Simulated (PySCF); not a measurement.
Si(H)2(OH)(PH2) (H5OPSi), SMILES P[SiH2]O. Atoms are numbered in the order given.

```xyz
8

Si    -0.8071    -0.0213    -0.1571
O     -0.9734     1.5698     0.2689
P      1.2676    -0.8902     0.0360
H     -1.7103    -0.7519     0.7543
H     -1.2134    -0.2501    -1.5669
H     -0.4169     2.2110    -0.1846
H      1.5448    -0.2367     1.2631
H      1.8702     0.1201    -0.7577
```
Charge 0, spin multiplicity 1.

Geometry optimised at TPSSh-D3(BJ)/def2-TZVP. Other conformers were not sampled.

Level of theory: B3LYP/pcJ-1 in PySCF.

Isotropic couplings with Fermi-contact, spin-dipole and both spin-orbit terms, one fixed conformer, no vibrational averaging. Isotopes: 1H, 29Si, 31P.

```tsv
pair	bonds apart	J (Hz)
Si1–P3	1	[?]
Si1–H4	1	-254.9
Si1–H5	1	-226.9
P3–H7	1	178.0
P3–H8	1	172.5
Si1–H6	2	1.2
Si1–H7	2	[?]
Si1–H8	2	[?]
P3–H4	2	[?]
P3–H5	2	[?]
H4–H5	2	[?]
H7–H8	2	-10.1
P3–H6	3	0.6
H4–H6	3	12.6
H4–H8	3	10.1
H5–H6	3	-1.5
H5–H7	3	8.4
H5–H8	3	1.4
```

Task: Fill in the missing entries. (An estimate is asked for; the answer gives what the named calculation found.)

Result: 
- Si1–P3, J (Hz): 63.1
- Si1–H7, J (Hz): 6.3
- Si1–H8, J (Hz): 6.7
- P3–H4, J (Hz): 35.9
- P3–H5, J (Hz): 34.5
- H4–H5, J (Hz): 12.0
